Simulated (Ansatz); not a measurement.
```xyz
12

C     1.3419    0.0268   -0.0834
C     0.7296    1.1870    0.0096
C    -0.7684    1.1410   -0.0415
C    -1.3601   -0.0463    0.0279
C    -0.6903   -1.1882   -0.0224
C     0.7596   -1.1322    0.0098
H     2.5250    0.0279   -0.0790
H     1.2482    2.1671   -0.0317
H    -1.2555    2.1864    0.0631
H    -2.3988    0.0060    0.0448
H    -1.2705   -2.1693    0.0634
H     1.2502   -2.1981   -0.0286
```

Basis set: STO-3G (spherical functions). Frozen core: 6 orbitals. Charge 0, multiplicity 1.

Computed with Ansatz (development build ahead of 0.2.0); each method stands on the lowest determinant of its kind that the runs found. Restricted open shells among the atoms or ions are ROHF, correlated in semicanonical orbitals with singles.

Give the atomization energy at this shape (free ground-state atoms in the same class of orbitals less the molecule, no zero-point energy) of singlet C6H6 by RHF-MP2, RHF.

| method | atomization energy |
| --- | --- |
| RHF-MP2 | 57.61 eV |
| RHF | 49.66 eV |

Caution: no unrestricted run beside it, a lower state can exist; the shape is not the minimum.

This basis has no polarisation functions and is too small for such energies, which can lie far from measured ones in either direction.
